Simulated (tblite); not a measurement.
Species: C7H13BO2.
SMILES with atom numbers: `[CH2:1]=[CH:2][C:3](=[O:4])[C@@H:5]1[CH2:6][BH2-:7][O+:8]([CH3:9])[CH2:10]1` (hydrogens: H11, H12 on C1; H13 on C2; H14 on C5; H15, H16 on C6; H17, H18 on B7; H19, H20, H21 on C9; H22, H23 on C10)
Bond orders are those of one Lewis drawing.

Computed with GFN2-xTB (tblite), gas phase: L-BFGS steps from a force-field or distance-geometry start until the largest atomic force falls under 0.01 eV/Å.

Step 48: E = -841.8909 eV
```
atom  x, y, z in Å  |  force x, y, z in eV/Å
C1      4.1134   -0.0034    0.2580   -0.008  -0.059  -0.055
C2      2.8467   -0.2137    0.5986    0.062   0.056   0.068
C3      1.7395    0.1545   -0.3125    0.063  -0.169  -0.020
O4      1.9364    0.5355   -1.4486   -0.047   0.048   0.067
C5      0.3473   -0.0187    0.2472    0.032   0.027  -0.028
C6     -0.2451   -1.3907   -0.1465    0.006   0.041   0.010
B7     -1.8638   -1.1606   -0.0786   -0.006  -0.029  -0.015
O8     -1.9028    0.4963    0.0450   -0.031  -0.086  -0.042
C9     -3.0032    1.1199   -0.5790   -0.020  -0.036   0.020
C10    -0.6314    0.9521   -0.3935   -0.047   0.045   0.008
H11     4.9467   -0.2349    0.9024   -0.084   0.007  -0.013
H12     4.3423    0.4043   -0.7148    0.004   0.014   0.024
H13     2.5838   -0.6148    1.5671   -0.051  -0.029  -0.037
H14     0.3314    0.0969    1.3347    0.032   0.001  -0.051
H15     0.1317   -2.1846    0.4954    0.032   0.049   0.035
H16     0.0771   -1.6181   -1.1643    0.038  -0.040   0.029
H17    -2.4265   -1.4451   -1.0864   -0.029   0.000   0.002
H18    -2.4136   -1.5264    0.9068    0.065  -0.004   0.014
H19    -3.0654    2.1661   -0.2626    0.035  -0.028  -0.051
H20    -2.9322    1.0614   -1.6699   -0.011   0.019   0.018
H21    -3.8903    0.5822   -0.2488   -0.026   0.052  -0.013
H22    -0.5374    0.8762   -1.4831   -0.031   0.045  -0.035
H23    -0.4893    1.9930   -0.0902    0.021   0.075   0.065
```

Step 49: E = -841.8945 eV
```
atom  x, y, z in Å  |  force x, y, z in eV/Å
C1      4.1121   -0.0195    0.2724    0.037  -0.055  -0.076
C2      2.8419   -0.2358    0.5923    0.003   0.047   0.074
C3      1.7451    0.1686   -0.3171    0.060  -0.138  -0.094
O4      1.9512    0.5732   -1.4448   -0.057   0.007   0.178
C5      0.3493   -0.0012    0.2335    0.013   0.024  -0.021
C6     -0.2337   -1.3793   -0.1498    0.002   0.030   0.018
B7     -1.8533   -1.1588   -0.0683    0.004  -0.025  -0.025
O8     -1.9014    0.5027    0.0421   -0.016  -0.054  -0.083
C9     -3.0151    1.1148   -0.5723   -0.002  -0.043  -0.004
C10    -0.6349    0.9598   -0.4137   -0.035   0.054  -0.011
H11     4.9380   -0.2686    0.9194   -0.078  -0.009  -0.004
H12     4.3553    0.4111   -0.6868   -0.007   0.032   0.024
H13     2.5663   -0.6684    1.5445   -0.046   0.002  -0.056
H14     0.3189    0.1213    1.3196    0.079   0.002  -0.032
H15     0.1527   -2.1666    0.4952    0.029   0.051   0.028
H16     0.0854   -1.6102   -1.1679    0.025  -0.040   0.031
H17    -2.4220   -1.4592   -1.0681   -0.037   0.018   0.009
H18    -2.3901   -1.5169    0.9270    0.064  -0.005   0.010
H19    -3.0875    2.1634   -0.2613    0.060  -0.074  -0.051
H20    -2.9555    1.0519   -1.6649   -0.015   0.020   0.058
H21    -3.8921    0.5683   -0.2288   -0.019   0.062  -0.023
H22    -0.5470    0.8719   -1.5040   -0.051   0.051   0.000
H23    -0.4885    2.0044   -0.1218   -0.013   0.043   0.050
```

Step 50: E = -841.8979 eV
```
atom  x, y, z in Å  |  force x, y, z in eV/Å
C1      4.1110   -0.0298    0.2793    0.068  -0.035  -0.076
C2      2.8393   -0.2474    0.5881   -0.043   0.011   0.054
C3      1.7494    0.1731   -0.3207    0.000  -0.074  -0.091
O4      1.9597    0.5929   -1.4416   -0.036   0.001   0.142
C5      0.3511    0.0091    0.2242   -0.017   0.008  -0.010
C6     -0.2271   -1.3721   -0.1514   -0.002   0.009   0.011
B7     -1.8471   -1.1580   -0.0633    0.021  -0.014  -0.030
O8     -1.9014    0.5051    0.0403    0.011  -0.010  -0.097
C9     -3.0223    1.1108   -0.5690    0.016  -0.035  -0.022
C10    -0.6376    0.9661   -0.4235   -0.013   0.033  -0.022
H11     4.9306   -0.2857    0.9292   -0.041  -0.034   0.024
H12     4.3642    0.4138   -0.6704   -0.016   0.049   0.000
H13     2.5545   -0.6988    1.5279   -0.040   0.008  -0.022
H14     0.3124    0.1346    1.3088    0.108   0.008   0.006
H15     0.1645   -2.1530    0.4979    0.027   0.040   0.027
H16     0.0919   -1.6087   -1.1684    0.014  -0.036   0.030
H17    -2.4198   -1.4668   -1.0577   -0.043   0.022   0.007
H18    -2.3745   -1.5117    0.9379    0.053  -0.011   0.015
H19    -3.0995    2.1613   -0.2640    0.076  -0.091  -0.038
H20    -2.9688    1.0445   -1.6618   -0.018   0.013   0.060
H21    -3.8946    0.5620   -0.2180   -0.019   0.056  -0.022
H22    -0.5536    0.8747   -1.5142   -0.060   0.060   0.018
H23    -0.4871    2.0112   -0.1331   -0.046   0.024   0.035
```

Question: Estimate the geometry and energy of step 51. (The exact step hangs on the optimiser's Hessian estimate; all steps are aligned on step 50, rigid shifts and turns removed.)

Answer: E = -841.9015 eV, largest force 0.125 eV/Å
```
atom  x, y, z in Å  |  force x, y, z in eV/Å
C1      4.1100   -0.0413    0.2846    0.040  -0.013  -0.040
C2      2.8359   -0.2588    0.5834   -0.045  -0.028  -0.009
C3      1.7531    0.1750   -0.3258   -0.055   0.019  -0.044
O4      1.9667    0.6116   -1.4386    0.004   0.004   0.047
C5      0.3530    0.0197    0.2149   -0.046  -0.012   0.005
C6     -0.2208   -1.3643   -0.1521   -0.001  -0.021   0.000
B7     -1.8409   -1.1563   -0.0590    0.033  -0.006  -0.025
O8     -1.9005    0.5066    0.0370    0.023   0.029  -0.086
C9     -3.0291    1.1041   -0.5661    0.023  -0.024  -0.031
C10    -0.6398    0.9741   -0.4325    0.014  -0.001  -0.012
H11     4.9208   -0.3037    0.9409    0.003  -0.056   0.040
H12     4.3748    0.4177   -0.6540   -0.031   0.049  -0.012
H13     2.5393   -0.7290    1.5092   -0.017   0.011   0.017
H14     0.3117    0.1481    1.2980    0.116   0.016   0.045
H15     0.1771   -2.1380    0.5021    0.016   0.029   0.021
H16     0.0982   -1.6070   -1.1679    0.005  -0.033   0.029
H17    -2.4183   -1.4721   -1.0481   -0.042   0.018   0.005
H18    -2.3592   -1.5045    0.9484    0.040  -0.020   0.016
H19    -3.1102    2.1559   -0.2695    0.083  -0.071  -0.006
H20    -2.9828    1.0352   -1.6580   -0.019  -0.009   0.024
H21    -3.8976    0.5543   -0.2067   -0.006   0.049  -0.021
H22    -0.5599    0.8808   -1.5232   -0.059   0.073   0.020
H23    -0.4861    2.0191   -0.1404   -0.081  -0.003   0.014
```

The energy changes by -0.0036 eV. The first-order estimate −F·Δx gives -0.0053 eV and the mean of the old and new forces, exact on a quadratic surface, -0.0037 eV. The step makes an angle of 79° with the force vector and moves no atom by more than 0.039 Å.

The cost below is that of the whole relaxation. Hardware: one thread, Arm Neoverse V1 (aarch64), shared host with 32 logical CPUs at a one-minute load of 27. Cost: 1.5 s.
